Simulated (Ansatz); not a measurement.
`[Cl][Sn]([I])([I])[I]`, relaxed with RKS PBE0-D4/def2-TZVP in Ansatz 0.2.0 from a PBE-D4/def2-SVP geometry. The force threshold is 0.005 eV/Å; the program also tests the step.

The species carries charge 0 and has multiplicity 1. Sn, I takes the def2 core potential.

Start:

```xyz
5

Cl    2.163   -1.017    0.200
Sn    0.032   -0.015    0.003
I     0.127    1.791   -2.004
I    -1.768   -1.953   -0.545
I    -0.554    1.194    2.346
```

| step | energy (eV) | largest force (eV/Å) | largest move (Å) |
| --- | --- | --- | --- |
| 1 | -42660.4222 | 0.707 | 0.000 |
| 2 | -42660.4641 | 0.271 | 0.077 |
| 3 | -42660.4746 | 0.068 | 0.018 |
| 4 | -42660.4749 | 0.006 | 0.004 |
| 5 | -42660.4749 | 0.000 | 0.000 |

End:

```xyz
5

Cl    2.113   -0.993    0.195
Sn    0.027   -0.013    0.002
I     0.132    1.760   -1.972
I    -1.733   -1.926   -0.536
I    -0.538    1.173    2.310
```

Hardware: 4 threads of an AMD EPYC 9R45 on a shared host. Wall time 18 s, peak host memory 1.1 GiB.
